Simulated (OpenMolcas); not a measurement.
Ru3+: ligand-field states by method

Ru3+ with 6 ligands (chloride) in tetragonal octahedral coordination (D4h) at 2.52 Å, the axial distance 2.545 Å. A charge of +0.5 e stands 2.8 Å behind each ligand. Ligand basis ANO-RCC-VDZP.

```yaml
Program: OpenMolcas 26.06
Basis: ANO-RCC-VDZP [6s5p3d1f]
Scalar_Hamiltonian: DKH2, point nucleus
Active_space: 5 electrons in 5 orbitals (4d)
State_averaging: 2S+1 = 6 even, 1 root; 2S+1 = 4 even, 24 roots; 2S+1 = 2 even, 75 roots
Spin-orbit_coupling: RASSI with atomic mean-field integrals over the reference wave functions
```

I. CASSCF
II. SS-CASPT2, IPEA 0.25 Eh, imaginary shift 0.1 Eh (closed shells correlated: 4s 4p and the ligand valence shells)

Spin-free states (labels of D4, the rotations of D4h) in cm-1, each column counted from its own energy of the first state listed:

```json
{"State": "2S+1 = 6", "Degeneracy": "1", "I": "0", "II": "0"}
{"State": "2S+1 = 4", "Degeneracy": "1", "I": "10749", "II": "1970"}
{"State": "4E", "Degeneracy": "2", "I": "11200", "II": "2400"}
{"State": "2S+1 = 2", "Degeneracy": "1", "I": "12063", "II": "-3830"}
{"State": "2E", "Degeneracy": "2", "I": "12125", "II": "-3710"}
{"State": "4E", "Degeneracy": "2", "I": "15717", "II": "5580"}
{"State": "2S+1 = 4", "Degeneracy": "1", "I": "16288", "II": "6280"}
{"State": "2S+1 = 2", "Degeneracy": "1", "I": "20991", "II": "8370"}
{"State": "2E", "Degeneracy": "2", "I": "21337", "II": "8680"}
{"State": "2S+1 = 4", "Degeneracy": "1", "I": "21477", "II": "14920"}
{"State": "2S+1 = 4", "Degeneracy": "1", "I": "22087", "II": "14990"}
{"State": "2S+1 = 4", "Degeneracy": "1", "I": "22095", "II": "15060"}
{"State": "2S+1 = 2", "Degeneracy": "1", "I": "22115", "II": "8680"}
{"State": "2S+1 = 2", "Degeneracy": "1", "I": "23447", "II": "10620"}
{"State": "2E", "Degeneracy": "2", "I": "23819", "II": "11050"}
{"State": "2S+1 = 2", "Degeneracy": "1", "I": "25467", "II": "11960"}
{"State": "2S+1 = 2", "Degeneracy": "1", "I": "25521", "II": "11860"}
{"State": "4E", "Degeneracy": "2", "I": "25908", "II": "18210"}
{"State": "2S+1 = 4", "Degeneracy": "1", "I": "25992", "II": "18250"}
{"State": "2S+1 = 4", "Degeneracy": "1", "I": "27167", "II": "19470"}
```

II puts a state of multiplicity 2 lowest, 3800 cm-1 below that state.

From I to II, I's first state of another spin (2S+1 = 4) moves from 10749 to 1970 cm-1, by about -8800 cm-1. In II another state of that kind comes below it.

χT at 300 K: I 4.34, II 0.70 cm3 K/mol.

Over all roots computed the reference weight is 0.63 to 0.66 in II; a low but even weight reflects the number of correlated electrons. The least metal-like active orbital is 81 % on the metal (Löwdin) and no ligand orbital is active, so the numbers are rough. Ligand-to-metal charge-transfer states are missing. With no ligand orbital active B as a rule stays too high, so bands that hang on it stand too high and its fall with covalency is understated. Without dynamic correlation the repulsion within the d shell is too large (B by tens of per cent), so at a given field states of lower spin stand too high (holds for I). This shell can be high or low spin here, a state of another spin lies low, and with metal d orbitals alone active their balance is uncertain, so the ground spin may be wrong (holds for I). With metal d orbitals alone the field can be off either way by tens of per cent (holds for I). Spin-orbit coupling mixes the spin-free states strongly: the lowest level takes only 60 % from its leading state, 2E, which lies 112 cm-1 above the lowest spin-free state (holds for II). This shell can be high or low spin here, a state of another spin lies low, and with metal d orbitals alone active their balance is uncertain, so the ground spin may be wrong, although the usual error favours high spin (holds for II). With one d shell and no ligand orbital active, 10Dq can be off by a tenth or more (holds for II). The distance lies 3 % over the 2.44 Å that this model takes as the normal distance (a Shannon-type radius plus a fixed donor radius); by an R⁻⁵ law this alone changes a d-shell field by about -15 %. No measured value stands beside these numbers; the geometry was imposed, not optimised, and the real ion may take another.

A state without a sure symmetry label is named by its multiplicity alone.
